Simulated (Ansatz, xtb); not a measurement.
## C2H4F3GeNSi: which of two isomers lies lower

We compare X, `N#C[SiH]([GeH3])C(F)(F)F`, a singlet, with Y, `N#[C][GeH]([SiH3])[C](F)(F)F`, a singlet. Both are isolated molecules in the gas phase, relaxed with B3LYP-D3(BJ)/def2-SVP.

Problem. Estimate which is lower in electronic energy at CCSD(T)/def2-SVP + ΔMP2/def2-TZVPP, and by roughly how much.

Solution. The CCSD(T)/def2-SVP + ΔMP2/def2-TZVPP calculation puts structure X lower, by 3.0 kcal/mol.

How the difference moves with the method:

| level | geometry | E(Y) − E(X) (kcal/mol) | departure from the last row (kcal/mol) | job, with rough time for the two |
| --- | --- | --- | --- | --- |
| GFN2-xTB | GFN2-xTB | −12.7 | −15.7 | optimisation, 0.72 s |
| HF/STO-3G | GFN2-xTB | +3.4 | +0.4 | single point, 2.8 s |
| r2SCAN-D4/def2-SVP | GFN2-xTB | +2.6 | −0.4 | single point, 11 s |
| B3LYP-D3(BJ)/def2-SVP | B3LYP-D3(BJ)/def2-SVP | +4.1 | +1.1 | optimisation, 3.3 min |
| HF/def2-SVP | B3LYP-D3(BJ)/def2-SVP | +4.0 | +1.0 | part of the CCSD(T) run |
| MP2/def2-SVP | B3LYP-D3(BJ)/def2-SVP | +3.8 | +0.8 | part of the CCSD(T) run |
| CCSD(T)/def2-SVP | B3LYP-D3(BJ)/def2-SVP | +3.8 | +0.8 | single point |
| CCSD(T)/def2-SVP + ΔMP2/def2-TZVPP | B3LYP-D3(BJ)/def2-SVP | +3.0 |  | single point, 6.5 min |

As drawn, Y has 2 C–Ge, 2 Si–H in place of 2 C–Si, 2 Ge–H.

GFN2-xTB puts the two in the other order. The largest departure from CCSD(T)/def2-SVP + ΔMP2/def2-TZVPP is that of GFN2-xTB, 15.7 kcal/mol. No reliable frequencies are at hand for X, so it isn't confirmed as a minimum. The last row adds to CCSD(T) the change of the MP2 difference between the two basis sets, here −0.8 kcal/mol.

The correlated steps freeze 20 core orbitals; the filled d shell of Ge is correlated, in a basis made for valence electrons. Programs: Ansatz 0.2.0, xtb 6.7.1; the last row on 2 threads of Intel(R) Xeon(R) Processor @ 2.50GHz (Skylake/Cascade Lake) on a shared host.
